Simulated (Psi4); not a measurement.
Intermolecular potential of BCl3 ··· H3Al (SMILES ClB(Cl)Cl and [AlH3]), singlet. Monomers: optimised at B3LYP-D3(BJ) (def2-TZVP), held rigid. Orientation: lowest of the rigid-body minima from ten starts at GFN2-xTB (searched outside a hard wall at short contacts). Only R, the distance of the centres of mass, is varied, so the lowest point isn't the relaxed dimer. The shortest distances reach bonding range, where SAPT0 and rigid monomers are unreliable.

- PBE/def2-TZVP, counterpoise-corrected (Psi4)
- PBE-D3(BJ)/def2-TZVP, counterpoise-corrected (Psi4)
- PBE0/def2-TZVP, counterpoise-corrected (Psi4)
- SAPT0/jun-cc-pVDZ, frozen core (Psi4)

Interaction energies in kJ/mol; the last columns give the difference from SAPT0:

```csv
R / Å,PBE/def2-TZVP,PBE-D3(BJ)/def2-TZVP,PBE0/def2-TZVP,SAPT0/jun-cc-pVDZ,PBE/def2-TZVP − SAPT0/jun-cc-pVDZ,PBE-D3(BJ)/def2-TZVP − SAPT0/jun-cc-pVDZ,PBE0/def2-TZVP − SAPT0/jun-cc-pVDZ
2.81,147.82,136.25,147.51,185.30,-37.47,-49.05,-37.79
2.96,75.06,63.96,74.52,103.56,-28.50,-39.60,-29.04
3.19,15.63,5.34,15.35,34.48,-18.85,-29.14,-19.13
3.36,-4.19,-13.83,-4.11,9.74,-13.93,-23.57,-13.85
3.62,-14.78,-23.35,-14.21,-6.16,-8.62,-17.18,-8.05
3.90,-14.69,-22.06,-13.88,-10.00,-4.69,-12.05,-3.88
4.17,-11.45,-17.66,-10.60,-9.31,-2.14,-8.35,-1.29
4.65,-6.12,-10.48,-5.46,-6.16,0.03,-4.33,0.69
5.43,-2.07,-4.24,-1.75,-2.54,0.47,-1.70,0.79
6.41,-0.50,-1.32,-0.42,-0.85,0.34,-0.48,0.43
7.72,-0.07,-0.31,-0.06,-0.25,0.18,-0.06,0.19
```

PBE/def2-TZVP is furthest from SAPT0/jun-cc-pVDZ at 2.81 (-37.47 kJ/mol, below); its mean absolute difference over the points is 10.48 kJ/mol.

PBE-D3(BJ)/def2-TZVP is furthest from SAPT0/jun-cc-pVDZ at 2.81 (-49.05 kJ/mol, below); its mean absolute difference over the points is 16.87 kJ/mol.

PBE0/def2-TZVP is furthest from SAPT0/jun-cc-pVDZ at 2.81 (-37.79 kJ/mol, below); its mean absolute difference over the points is 10.47 kJ/mol.
